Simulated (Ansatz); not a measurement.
Program: Ansatz. Geometries: PBE0-D4/def2-TZVP. ΔE: electronic, gas phase. CCSD(T)/CBS adds triple-zeta CCSD(T) − MP2 to the extrapolated MP2 energy (def2 sets, frozen cores). This one scheme is used for every species. For Se outer-core shells are correlated without core-valence functions, which leaves a few kJ/mol of doubt a bond. Scalar relativity is left out up to krypton. Each species was taken in one conformer, which may not be the lowest.

`C[O][Al]([Cl])[Cl]` + `C[SeH]` → `C[Se][Al]([Cl])[Cl]` + CH₃OH  (ligand exchange at the Al–O bond)

```csv
species,CCSD(T)/CBS(def2) energy (Eh)
`C[O][Al]([Cl])[Cl]`,-1276.79096
`C[SeH]`,-2441.15625
`C[Se][Al]([Cl])[Cl]`,-3602.32521
CH₃OH,-115.61712
```

(1) Work out ΔE.

Largest T1 diagnostic among the species: 0.010.

Answers

(1) ΔE = (-3602.32521) + (-115.61712) − (-1276.79096) − (-2441.15625) = 0.00488 Eh = +12.8 kJ/mol.

The D4 term adds −5.0 kJ/mol with B3LYP and −2.8 kJ/mol with PBE0; it sums over pairs of atoms, weighted by their polarisabilities, and B3LYP, whose exchange is more repulsive, gets the larger term. In def2-TZVPP, CCSD(T) changes the Hartree–Fock value by −10.4 kJ/mol (the triples alone add −3.1 kJ/mol) and MP2 by −13.6 kJ/mol.

B3LYP here is the variant with VWN-RPA as its local correlation; programs differ in this.
